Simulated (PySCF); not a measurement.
MoO₃, SMILES [O]=[Mo](=[O])=[O], multiplicity 1. Geometry: B3LYP-D3(BJ)/def2-TZVP. The spin state was assumed, not searched. The isomer is the one that the SMILES or the coordinates give; other isomers of the formula were not compared. The def2 effective core potentials stand for the cores of Mo; spin–orbit coupling is left out.

Computed equilibrium geometry at B3LYP-D3(BJ)/def2-TZVP (PySCF confirms it by a frequency run) as bond lengths and angles, and its point group:
point group C3v.
Atoms: Mo1 O2 O3 O4. Bond lengths (Å): Mo1–O2 1.706, Mo1–O3 1.706, Mo1–O4 1.706. Bond angles (°): O2–Mo1–O3 110.4, O2–Mo1–O4 110.4, O3–Mo1–O4 110.4.
